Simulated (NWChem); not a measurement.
Species: C4H7O, doublet; SMILES O1CC[CH]C1

```xyz
12

C     -1.2139     0.2665    -0.0390
C     -0.1279     1.2669     0.1415
C      1.1006     0.4134    -0.1905
O      0.7655    -0.8976     0.1979
C     -0.6057    -1.0941    -0.0637
H     -2.2836     0.4754    -0.0749
H     -0.2258     2.1558    -0.5041
H     -0.0828     1.6366     1.1865
H      2.0129     0.7096     0.3477
H      1.3124     0.4625    -1.2789
H     -1.0156    -1.7822     0.7001
H     -0.7595    -1.5929    -1.0491
```
Atoms are numbered in this order, from 1.

Results from NWChem. Pople sets run with spherical d functions. Spin-unrestricted. Coordinates come from a PBE0/def2-SVP, spin-unrestricted optimisation. No stability test was run on the SCF state.

Order these by “lowest empty minus highest occupied level, either spin (eV)”, lowest first: PBE0/6-31G*; PBE0/6-311++G**; PBE0/STO-3G.

PBE0/6-311++G** (4.51), PBE0/6-31G* (4.80), PBE0/STO-3G (6.02)
